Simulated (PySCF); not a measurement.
Input for PySCF:
```python
from pyscf import gto, scf, mcscf
import numpy

mol = gto.Mole()
mol.atom = '''
    Si    1.75314216   -0.73591189    0.10650876
    Cl    2.35649903    0.95699122    0.99976814
    O     0.17583521   -0.66042797   -0.18095320
    Si   -1.35397743   -0.07900958   -0.36529020
    C    -2.48761859   -1.32056212    0.52337872
    C    -1.43872090    1.65055514    0.42041987
    C    -1.68326535   -0.02054899   -2.23788572
    H     2.42784924   -0.85016832   -1.17912230
    H     1.95350228   -1.85119026    1.02050287
    H    -3.53083810   -1.03965494    0.42106012
    H    -2.37398299   -2.32027801    0.11486581
    H    -2.26351095   -1.37394864    1.58464579
    H    -2.43132956    2.08158662    0.33586394
    H    -1.18366360    1.61493656    1.47585645
    H    -0.74108949    2.33319394   -0.05667897
    H    -1.54968375   -0.99822169   -2.69149213
    H    -1.00768739    0.66685730   -2.73855844
    H    -2.69740783    0.30369685   -2.44791323
'''
mol.basis = 'sto-3g'
mol.verbose = 4
mol.build()

mf = scf.RHF(mol)
mf.kernel()
mc = mcscf.CASSCF(mf, 5, 6)
mc.kernel()
occ = numpy.linalg.eigvalsh(mc.fcisolver.make_rdm1(mc.ci, mc.ncas, mc.nelecas))[::-1]
ss = mc.fcisolver.spin_square(mc.ci, mc.ncas, mc.nelecas)[0]
print('natural occupations', occ.round(4), ' <S^2>', round(ss, 4))
```

**Question.** What SCF-reference HOMO energy does CASSCF(6,5)/STO-3G (PySCF) give?

**Answer.** -8.51 eV

**Question.** Give the SCF-reference Mulliken (on the basis functions themselves) charges in atom order at the level CASSCF(6,5)/STO-3G.

**Answer.** Si1 1.02, Cl2 -0.43, O3 -0.68, Si4 1.05, C5 -0.38, C6 -0.38, C7 -0.38, H8 -0.15, H9 -0.15, H10 0.05, H11 0.05, H12 0.05, H13 0.05, H14 0.06, H15 0.06, H16 0.05, H17 0.05, H18 0.05

**Question.** Estimate the SCF-reference HOMO-LUMO gap that CASSCF(6,5)/STO-3G returns for this input.

**Answer.** 19.14 eV

**Question.** What is the computed natural occupations of the active orbitals (CASSCF(6,5)/STO-3G)?

**Answer.** 2.00, 1.99, 1.98, 0.02, 0.01

**Question.** Estimate the SCF-reference dipole moment that CASSCF(6,5)/STO-3G returns for this input.

**Answer.** 2.58 D

**Question.** Roughly what does it cost on one core?

**Answer.** about 15 core-seconds (a rough figure).
